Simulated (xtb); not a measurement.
xtb input (GFN1-xTB):

```bash
xtb mol.xyz --gfn 1 --sp --chrg 0 --uhf 0
```
mol.xyz:
```
12

Si     0.00085500     0.00089864     0.01453076
O     -0.37083207    -1.17348358     1.12062042
N     -1.19724144     1.09410790    -0.52575337
N      1.11606000     0.94440315     0.90165746
N      0.42587977    -0.84955714    -1.42336381
H     -0.87876219    -1.91391439     0.78146027
H     -1.53261796     1.82119570     0.08450152
H     -1.88763499     0.82092431    -1.20551352
H      1.54479707     1.76669086     0.51267094
H      1.66774935     0.53270036     1.63554164
H      1.04916628    -1.64010870    -1.36817495
H      0.57910052    -0.33487803    -2.27666166
```

Output:

```
           -------------------------------------------------
          |                Calculation Setup                |
           -------------------------------------------------

           -------------------------------------------------
          |                 G F N 1 - x T B                 |
           -------------------------------------------------

        Reference                      10.1021/acs.jctc.7b00118
      * Hamiltonian:
        H0-scaling (s, p, d)           1.850000    2.250000    2.000000
        zeta-weighting                 0.000000
      * Dispersion:
        s8                             2.400000
        a1                             0.630000
        a2                             5.000000
        s9                             0.000000
      * Repulsion:
        kExp                           1.500000
        rExp                           1.000000
      * Coulomb:
        alpha                          2.000000
        third order                    atomic
        anisotropic                    false
      * Halogen bond correction:
        rad-scale                      1.300000
        damping                        0.440000

          ...................................................
          :                      SETUP                      :
          :.................................................:
          :  # basis functions                  40          :
          :  # atomic orbitals                  39          :
          :  # shells                           25          :
          :  # electrons                        32          :
          :  # halogen bonds                     0          :
          :  max. iterations                   250          :
          :  Hamiltonian                  GFN1-xTB          :
          :  restarted?                      false          :
          :  GBSA solvation                  false          :
          :  PC potential                    false          :
          :  electronic temp.          300.0000000     K    :
          :  accuracy                    1.0000000          :
          :  -> integral cutoff          0.2500000E+02      :
          :  -> integral neglect         0.1000000E-07      :
          :  -> SCF convergence          0.1000000E-05 Eh   :
          :  -> wf. convergence          0.2000000E-04 e    :
          :  Broyden damping             0.4000000          :
          :  net charge                          0          :
          :  unpaired electrons                  0          :
          ...................................................

 iter      E             dE          RMSdq      gap      omega  full diag
   1    -20.2547014 -0.202547E+02  0.725E+00    6.67       0.0  T
   2    -20.2824945 -0.277931E-01  0.443E+00    6.99       1.0  T
   3    -20.2388857  0.436088E-01  0.225E+00    6.91       1.0  T
   4    -20.3040643 -0.651786E-01  0.326E-01    7.01       1.0  T
   5    -20.3060533 -0.198902E-02  0.352E-02    6.98       1.0  T
   6    -20.3060547 -0.140969E-05  0.120E-02    6.98       2.4  T
   7    -20.3060561 -0.140387E-05  0.455E-03    6.99       6.3  T
   8    -20.3060566 -0.420735E-06  0.709E-04    6.99      40.7  T
   9    -20.3060566 -0.164213E-08  0.344E-04    6.99      84.0  T
  10    -20.3060566 -0.216964E-08  0.728E-05    6.99     396.7  T
  11    -20.3060566 -0.732676E-10  0.167E-05    6.99    1729.5  T

   *** convergence criteria satisfied after 11 iterations ***

         #    Occupation            Energy/Eh            Energy/eV
      -------------------------------------------------------------
         1        2.0000           -0.7310108             -19.8918
       ...           ...                  ...                  ...
        10        2.0000           -0.5012128             -13.6387
        11        2.0000           -0.4856121             -13.2142
        12        2.0000           -0.4589450             -12.4885
        13        2.0000           -0.4486891             -12.2095
        14        2.0000           -0.4057915             -11.0421
        15        2.0000           -0.3845359             -10.4638
        16        2.0000           -0.3683997             -10.0247 (HOMO)
        17                         -0.1116821              -3.0390 (LUMO)
        18                         -0.0975446              -2.6543
        19                         -0.0885664              -2.4100
        20                         -0.0834192              -2.2700
        21                         -0.0535474              -1.4571
       ...                                ...                  ...
        39                          1.5122187              41.1496
      -------------------------------------------------------------
                  HL-Gap            0.2567176 Eh            6.9856 eV
             Fermi-level           -0.2400409 Eh           -6.5318 eV

 SCC (total)                   0 d,  0 h,  0 min,  0.018 sec
 SCC setup                      ...        0 min,  0.000 sec (  0.985%)
 Dispersion                     ...        0 min,  0.000 sec (  0.492%)
 classical contributions        ...        0 min,  0.000 sec (  0.265%)
 integral evaluation            ...        0 min,  0.004 sec ( 24.128%)
 iterations                     ...        0 min,  0.005 sec ( 27.925%)
 molecular gradient             ...        0 min,  0.008 sec ( 44.419%)
 printout                       ...        0 min,  0.000 sec (  1.650%)

         :::::::::::::::::::::::::::::::::::::::::::::::::::::
         ::                     SUMMARY                     ::
         :::::::::::::::::::::::::::::::::::::::::::::::::::::
         :: total energy             -20.113589877158 Eh    ::
         :: gradient norm              0.028712278973 Eh/a0 ::
         :: HOMO-LUMO gap              6.985640562187 eV    ::
         ::.................................................::
         :: SCC energy               -20.306056556064 Eh    ::
         :: -> electrostatic           0.098173237272 Eh    ::
         :: repulsion energy           0.196421268839 Eh    ::
         :: dispersion energy         -0.003954589933 Eh    ::
         :: halogen bond corr.         0.000000000000 Eh    ::
         :: add. restraining           0.000000000000 Eh    ::
         :: total charge               0.000000000000 e     ::
         :::::::::::::::::::::::::::::::::::::::::::::::::::::

           -------------------------------------------------
          |                Property Printout                |
           -------------------------------------------------

    * Orbital Energies and Occupations

         #    Occupation            Energy/Eh            Energy/eV
      -------------------------------------------------------------
         1        2.0000           -0.7310108             -19.8918
       ...           ...                  ...                  ...
         4        2.0000           -0.7042172             -19.1627
         5        2.0000           -0.5851520             -15.9228
         6        2.0000           -0.5381070             -14.6426
         7        2.0000           -0.5242351             -14.2652
         8        2.0000           -0.5209856             -14.1767
         9        2.0000           -0.5082691             -13.8307
        10        2.0000           -0.5012128             -13.6387
        11        2.0000           -0.4856121             -13.2142
        12        2.0000           -0.4589450             -12.4885
        13        2.0000           -0.4486891             -12.2095
        14        2.0000           -0.4057915             -11.0421
        15        2.0000           -0.3845359             -10.4638
        16        2.0000           -0.3683997             -10.0247 (HOMO)
Note: The following floating-point exceptions are signalling: IEEE_DENORMAL
normal termination of xtb
        17                         -0.1116821              -3.0390 (LUMO)
        18                         -0.0975446              -2.6543
        19                         -0.0885664              -2.4100
        20                         -0.0834192              -2.2700
        21                         -0.0535474              -1.4571
        22                         -0.0457357              -1.2445
        23                         -0.0193878              -0.5276
        24                          0.0071480               0.1945
        25                          0.0470457               1.2802
        26                          0.0537809               1.4635
        27                          0.1267279               3.4484
       ...                                ...                  ...
        39                          1.5122187              41.1496
      -------------------------------------------------------------
                  HL-Gap            0.2567176 Eh            6.9856 eV
             Fermi-level           -0.2400409 Eh           -6.5318 eV

  Mulliken/CM5 charges         n(s)   n(p)   n(d)
     1Si    0.50184  0.55867   0.878  1.494  1.127
     2O    -0.53242 -0.70255   1.657  4.875  0.000
     3N    -0.49301 -0.90810   1.418  4.075  0.000
     4N    -0.48118 -0.89678   1.413  4.068  0.000
     5N    -0.50513 -0.91894   1.427  4.078  0.000
     6H     0.34606  0.52882   0.654  0.000  0.000
     7H     0.19669  0.39277   0.803  0.000  0.000
     8H     0.19262  0.38863   0.807  0.000  0.000
     9H     0.18945  0.38535   0.811  0.000  0.000
    10H     0.20220  0.39888   0.798  0.000  0.000
    11H     0.19131  0.38629   0.809  0.000  0.000
    12H     0.19156  0.38695   0.808  0.000  0.000

Wiberg/Mayer (AO) data.
largest (>0.10) Wiberg bond orders for each atom

 ---------------------------------------------------------------------------
     #   Z sym  total        # sym  WBO       # sym  WBO       # sym  WBO
 ---------------------------------------------------------------------------
     1  14 Si   5.175 --     2 O    1.263     4 N    1.260     3 N    1.251
                             5 N    1.214
     2   8 O    2.189 --     1 Si   1.263     6 H    0.848
     3   7 N    3.182 --     1 Si   1.251     8 H    0.927     7 H    0.925
     4   7 N    3.198 --     1 Si   1.260     9 H    0.930    10 H    0.921
     5   7 N    3.164 --     1 Si   1.214    12 H    0.929    11 H    0.928
     6   1 H    0.891 --     2 O    0.848
     7   1 H    0.966 --     3 N    0.925
     8   1 H    0.967 --     3 N    0.927
     9   1 H    0.968 --     4 N    0.930
    10   1 H    0.963 --     4 N    0.921
    11   1 H    0.968 --     5 N    0.928
    12   1 H    0.968 --     5 N    0.929
 ---------------------------------------------------------------------------

Topologies differ in total number of bonds
Writing topology from bond orders to xtbtopo.mol

 dipole moment from electron density (au)
     X       Y       Z
   0.0880  -0.1341  -0.7349  total (Debye):    1.912

           -------------------------------------------------
          | TOTAL ENERGY              -20.113589877158 Eh   |
          | GRADIENT NORM               0.028712278973 Eh/α |
          | HOMO-LUMO GAP               6.985640562187 eV   |
           -------------------------------------------------

------------------------------------------------------------------------
------------------------------------------------------------------------
 total:
 SCF:
```
